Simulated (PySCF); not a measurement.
# `[H]/P=C(\F)[Si](C)(C)C`, C4H10FPSi

Cartesian coordinates in Å; atom numbers follow the order of the lines, from 1:
```xyz
17

C    -0.5048    1.7789   -0.7737
Si   -0.2092    0.0572   -0.0125
C    -0.7244   -1.3447   -1.1874
C    -1.0619   -0.0779    1.6868
C     1.6675   -0.1429    0.2702
F     2.2243    0.8081    1.0712
P     2.6553   -1.3556   -0.3508
H    -0.0626    2.5577   -0.1594
H    -0.0697    1.8561   -1.7659
H    -1.5661    1.9904   -0.8603
H    -0.3044   -1.1998   -2.1778
H    -1.8031   -1.3986   -1.2904
H    -0.3769   -2.3072   -0.8247
H    -0.8830   -1.0472    2.1430
H    -2.1360    0.0543    1.6006
H    -0.6911    0.6805    2.3700
H     3.8390   -0.8972    0.2511
```

The calculation used PySCF, GIAO B3LYP/pcSseg-1 magnetisability, rotational g tensor and spin-rotation constants, non-relativistic, gas phase. Geometry: GFN2-xTB.

**Question.** Give the nuclear spin-rotation constants along the inertial axes (H = +C I·J) beside the isotropic shieldings.

**Answer.** Rotational constants 2.1333, 1.2102, 1.0345 GHz. A star marks the isotopologue with that one atom substituted, in its own axes.
```
atom  isotope  Caa (kHz)  Cbb (kHz)  Ccc (kHz)  mean (kHz)  σ (ppm)
  F6      19F      5.944      2.861      0.521       3.109    142.7
  P7      31P      4.783      3.136      1.323       3.080    135.6
  H8       1H     -0.245      0.012     -0.115      -0.116     31.4
  H9       1H     -0.216     -0.130     -0.015      -0.120     31.7
 H10       1H      0.025     -0.146     -0.119      -0.080     31.7
 H11       1H     -0.231     -0.105     -0.025      -0.120     31.5
 H12       1H     -0.027     -0.106     -0.128      -0.087     31.7
 H13       1H     -0.167     -0.096     -0.061      -0.108     31.4
 H14       1H     -0.201     -0.130     -0.021      -0.117     31.7
 H15       1H      0.016     -0.143     -0.117      -0.082     31.8
 H16       1H     -0.248      0.013     -0.115      -0.117     31.4
 H17       1H     -0.002     -0.001     -0.117      -0.040     25.4
  C1     13C*      0.261      0.147      0.119       0.176    183.5
 Si2    29Si*     -1.439     -0.759     -0.652      -0.950    341.3
  C5     13C*      1.016      0.989      0.304       0.769    -85.4
```
For the geometry as given, no vibrational averaging.

**Question.** How do the rotational constants and the g tensor change when H8, H9, H10, H11, H12, H13, H14, H15, H16, H17 are replaced by deuterium?

**Answer.** Constants 1.7739, 1.0493, 0.9149 GHz; g -0.0162, -0.0092, -0.0041, against -0.0194, -0.0106, -0.0045 before.
